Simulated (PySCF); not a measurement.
## Worked example: chemical shift, span and skew from a shielding tensor

2-chloro-3-fluorobuta-1,3-diene (C4H4ClF), SMILES C=C(F)C(=C)Cl. Atoms are numbered in the order given.

```xyz
10

C     -1.6013     1.1500     0.0000
C     -0.2737     0.9816     0.0000
F      0.5355     2.0570     0.0000
C      0.4858    -0.2724     0.0000
C      1.8270    -0.3281     0.0000
Cl    -0.4658    -1.7330     0.0000
H     -2.0175     2.1589     0.0000
H     -2.2640     0.2864     0.0000
H      2.4008     0.6000     0.0000
H      2.3522    -1.2843     0.0000
```
Charge 0, spin multiplicity 1.

Coordinates come from a r2SCAN-D4/def2-SVP optimisation. Other conformers were not sampled.

GIAO shieldings from PBE/pcSseg-1 (PySCF), non-relativistic, no solvent. The symmetric part of the tensor of F3 has the principal values 163.2, 267.3, 349.3 ppm. The same nucleus in CFCl3 has σ = 133.6 ppm at this level (PySCF, at its B3LYP-D3(BJ)/def2-TZVP geometry). Without spin–orbit terms, shifts of atoms bonded to Cl or Br come out too high.

### Question
Work out the isotropic shielding, the ¹⁹F shift against CFCl3, the span and the skew.

### Answer

σ(iso) = (σ11 + σ22 + σ33)/3 = 259.9 ppm. δ = σ(ref) − σ(iso) = 133.6 − (259.9) = -126.3 ppm.
Span Ω = σ33 − σ11 = 186.1 ppm. Skew κ = 3(σ(iso) − σ22)/Ω = -0.12. Tumbling in solution averages the tensor to δ; in a static solid the shielding alone would spread this spin-1/2 line over Ω.
